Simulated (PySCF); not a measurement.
# Computed structure and properties of [HfO(OH)3]−

System: [HfO(OH)3]− (singlet); start: template (Cs). Method: PySCF 2.14.0, RKS BP86, Hf def2-SVP with ECP60, O def2-SVP, H def2-SVP; non-relativistic Hamiltonian with scalar-relativistic core potentials where named; density fitting; no spin-orbit coupling.

Input of the relaxation:

```python
mol = gto.M(atom='''
Hf     0.03127     0.00000    -0.00429
O      1.64447     0.00000    -0.00429
O      0.03127     1.91840    -0.00429
H      0.03127     2.81840     0.34571
O     -1.88713     0.00000    -0.00429
H     -2.78713     0.00000     0.34571
O      0.03127    -1.91840    -0.00429
H      0.03127    -2.81840     0.34571''',
    basis={'Hf': 'def2-SVP', 'O': 'def2-SVP', 'H': 'def2-SVP'},
    ecp={'Hf': 'def2-SVP'},
    charge=-1, spin=0)
mf = dft.RKS(mol, xc='B88,P86')
mf.grids.atom_grid = (50, 194)
mf = mf.density_fit()  # fitting sets: Hf def2-universal-JKFIT, O def2-universal-JKFIT, H def2-universal-JKFIT
mf.conv_tol = 1e-08; mf.max_cycle = 55
mf.kernel(dm0)  # dm0: converged density of the start geometry
# quasi-Newton relaxation in Cartesian coordinates to a largest gradient under 0.00045 Eh/bohr, steps kept in the point group
```

Run from Python with OMP_NUM_THREADS=2; the lines above give its settings. Where DIIS fails, smearing, a level shift and second-order steps follow.
It took 3 min on 2 threads of Arm Neoverse V2 (shared host), from the converged density of the start.

Course of the relaxation:

| step | energy above end (eV) | largest force component within the symmetry (eV/Å) |
| --- | --- | --- |
| 0 | 5.8081 | 15.594 |
| 1 | 3.5214 | 2.495 |
| 2 | 3.1942 | 1.611 |
| 3 | 3.0529 | 0.759 |
| 4 | 2.9812 | 1.056 |
| 5 | 2.8805 | 0.983 |
| 6 | 2.8295 | 1.851 |
| 7 | 2.5538 | 1.084 |
| 41 | 0.0018 | 0.087 |
| 42 | 0.0008 | 0.080 |
| 43 | 0.0003 | 0.046 |
| 44 | 0.0001 | 0.018 |
| 45 | 0.0000 | 0.024 |
| 46 | 0.0000 | 0.018 |
(The steps between are left out.)

Relaxed geometry (nearly C3v):

```xyz
8

Hf   -0.3704    0.0000    0.1197
O     0.5433    0.0000    1.7115
O     0.1725    1.6860   -0.9129
H     0.8246    2.2620   -0.4757
O    -2.3829    0.0000    0.5141
H    -2.6575    0.0000    1.4477
O     0.1725   -1.6860   -0.9129
H     0.8246   -2.2620   -0.4757
```

```
    contact      Å
 Hf1–O2 (O)  1.835
Hf1–O3 (OH)  2.050
Hf1–O5 (OH)  2.051
Hf1–O7 (OH)  2.050
```

On the finer grid (75, 302):

| Quantity | Value |
| --- | --- |
| HOMO | -0.97 eV |
| LUMO | 3.57 eV |
| Dipole about the centre of mass | 0.34 D |
| Set of Mulliken populations of Hf1 outside the core potential | s 2.42, p 6.50, d 2.49, f 0.17 |
| D3(BJ) dispersion energy (not in the energies) | -0.229 eV |

| atom | Mulliken (e) | Löwdin (e) | spin (e) |
| --- | --- | --- | --- |
| Hf1 | 0.42 | -0.19 | 0.00 |
| O2 | -0.48 | -0.32 | 0.00 |
| O3 | -0.49 | -0.24 | 0.00 |
| H4 | 0.17 | 0.07 | 0.00 |
| O5 | -0.49 | -0.24 | 0.00 |
| H6 | 0.17 | 0.07 | 0.00 |
| O7 | -0.49 | -0.24 | 0.00 |
| H8 | 0.17 | 0.07 | 0.00 |

On the grid (50, 194), as all that follows. Harmonic modes: a minimum; lowest 139 cm⁻¹ (negative: unstable), highest 3753 cm⁻¹, zero-point energy 1.050 eV.

Rigid scan of O along the line from its metal, all other atoms held (where the atom bridges, its other bond changes as well):

distance to O2 (Å), energy (eV) and a bar:
```
     1.54      2.628 ##############################
     1.64      0.982 ###########
     1.74      0.208 ##
     1.84      0.000 
     1.94      0.151 ##
     2.04      0.522 ######
     2.14      1.020 ############
     2.29      1.873 #####################
```

Taking off one OH (charge -1, singlet; the rest: singlet) in vacuum, both parts rigid, costs 6.94 eV; the small basis without counterpoise inflates it.

Rigid scan of OH along the line from its metal, all other atoms held (where the atom bridges, its other bond changes as well):

distance to O3 (Å), energy (eV) and a bar:
```
     1.75      1.289 ###########
     1.85      0.485 ####
     1.95      0.103 #
     2.05      0.000 
     2.15      0.075 #
     2.25      0.261 ##
     2.45      0.794 #######
     2.75      1.674 ##############
     3.15      2.670 #######################
     3.65      3.531 ##############################
```

One start shape was tried, so this needn't be the lowest isomer.
